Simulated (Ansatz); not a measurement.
**CH5FGeSn: structure from calculated spectroscopic constants**

These gas-phase data were calculated for one isomer of CH5FGeSn at B3LYP-D3(BJ)/def2-SVP (harmonic, unscaled wavenumbers; equilibrium rotational constants with average atomic masses):

```
rotational constants            : 5.043, 0.9447, 0.8514 GHz
all wavenumbers above 1500 cm⁻¹ : 3145, 3142, 3039, 2038, 1677
dipole moment                   : 2.52 D (PBE0/def2-TZVPD)
```

Candidates:

(1) `[CH3][Ge@H]([F])[SnH]`, a singlet
(2) `[CH3][GeH2][Sn][F]`, a singlet

Question: Assign the data to one candidate and say why.

Answer: Candidate (1). The band at 1677 cm⁻¹ lies where the Sn–H stretch is expected; (2) has no mode between 1650 and 2000 cm⁻¹.

The same quantities for all candidates:

```tsv
	rotational constants (GHz)	wavenumbers above 1500 cm⁻¹	dipole (D)	E above the lowest, B3LYP-D3(BJ)/def2-SVP (kcal/mol)
(1)	5.043, 0.9447, 0.8514	3145, 3142, 3039, 2038, 1677	2.52	7.8
(2)	4.268, 1.114, 0.9205	3154, 3143, 3042, 2068, 2045	2.39	0.0
```

Each candidate is one conformer. Atoms past krypton carry core potentials. Programs: Ansatz 0.2.0.
